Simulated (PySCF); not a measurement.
Compound: C6H14Ge.
SMILES with atom numbers: `[CH3:1][CH:2]1[CH2:3][CH2:4][GeH2:5][CH2:6][CH2:7]1` (hydrogens: H8, H9, H10 on C1; H11 on C2; H12, H13 on C3; H14, H15 on C4; H16, H17 on Ge5; H18, H19 on C6; H20, H21 on C7)

All values: CAM-B3LYP/def2-SVPD (PySCF, non-relativistic), on one gas-phase PBE0-D3(BJ)/def2-SVP geometry that isn't relaxed in the solvent. The solvent is an IEF-PCM continuum (van der Waals radii × 1.2), and excitations are vertical TDDFT with non-equilibrium linear response and a frozen core. Only the electrostatic response of the medium enters. Spin–orbit coupling is left out although an atom past zinc is present.

Gas-phase singlets (H = HOMO, L = LUMO):

| state | E (eV) | λ (nm) | f | leading configurations |
| --- | --- | --- | --- | --- |
| S1 | 7.282 | 170 | 0.002 | H→L 88% |
| S2 | 7.559 | 164 | 0.013 | H→L+1 88% |
| S3 | 7.907 | 157 | 0.002 | H→L+2 67%, H→L+3 20% |
| S4 | 8.075 | 154 | 0.081 | H-1→L 71%, H→L+5 8% |
| S5 | 8.078 | 153 | 0.020 | H→L+3 64%, H→L+2 12% |

Question: How does the list change in chloroform (ε = 4.711)?

Answer: 
| state | E (eV) | λ (nm) | f | leading configurations | change by rank (eV) |
| --- | --- | --- | --- | --- | --- |
| S1 | 7.261 | 171 | 0.002 | H→L 86% | -0.021 |
| S2 | 7.513 | 165 | 0.029 | H→L+1 91% | -0.046 |
| S3 | 7.850 | 158 | 0.010 | H→L+2 69%, H→L+3 16% | -0.057 |
| S4 | 8.040 | 154 | 0.149 | H-1→L 77%, H→L+5 9% | -0.035 |
| S5 | 8.100 | 153 | 0.049 | H→L+3 64%, H→L+2 9% | +0.022 |

Question: How do the frontier levels move from gas to chloroform?

Answer: 
| orbital | gas (eV) | solvent (eV) | change (eV) |
| --- | --- | --- | --- |
| LUMO+2 | 1.65 | 1.75 | +0.10 |
| LUMO+1 | 1.60 | 1.70 | +0.10 |
| LUMO | 1.23 | 1.33 | +0.10 |
| HOMO | -8.84 | -8.71 | +0.13 |
| HOMO-1 | -9.57 | -9.46 | +0.11 |
| HOMO-2 | -10.18 | -10.10 | +0.08 |
| HOMO-3 | -10.39 | -10.25 | +0.14 |

The HOMO–LUMO gap goes from 10.07 to 10.04 eV. Rows go by rank; for HOMO-3 and HOMO-2 the atom shares or the degeneracy differ between the runs, so the row needn't follow one orbital.

The run took 55 s on one thread of an Intel Xeon 6975P-C, no GPU, shared host, and the process peaked at 1.6 GiB of memory. This is the whole response run at CAM-B3LYP/def2-SVPD in chloroform, SCF included.
